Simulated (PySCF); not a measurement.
## CdH: from constants to spectrum

UHF-CCSD(T) constants of CdH, ²Σ⁺ (doublet), unpaired electrons σ ↑ (basis Cd def2-SVPD with ECP28, H def2-SVPD; scalar-relativistic core potentials; PySCF 2.14; masses 113.9034 and 1.0078 u):

```
ωe              : 1437.9 cm⁻¹
ωexe            : 46.7 cm⁻¹
Be              : 5.4489 cm⁻¹
αe              : 0.222 cm⁻¹
D (centrifugal) : 0.000313 cm⁻¹
De to Cd + H    : 0.79 eV
```

Problem. Give the vibrational terms G(v) and spacings up to v = 3.

Solution. G(v) = ωe(v+½) − ωexe(v+½)².

```csv
v,G(v) (cm⁻¹),G(v) − G(v−1),Bv (cm⁻¹)
0,707,,5.338
1,2052,1345,5.116
2,3303,1251,4.894
3,4461,1158,4.672
```

Problem. How well does the Morse estimate ωe²/(4ωexe) reproduce De, and what is D0?

Solution. It gives 1.37 eV, 174 % of the computed De. D0 = De − G(0) = 0.79 − 0.09 = 0.70 eV.

Correlated steps freeze no core orbitals. Correlated levels converge slowly with the basis: in double zeta they bind strong bonds too weakly, by up to about 1 eV, and carry superposition errors of some tenths. Spin–orbit coupling is left out. The state was picked by a PBE0 search and need not be the measured ground state.
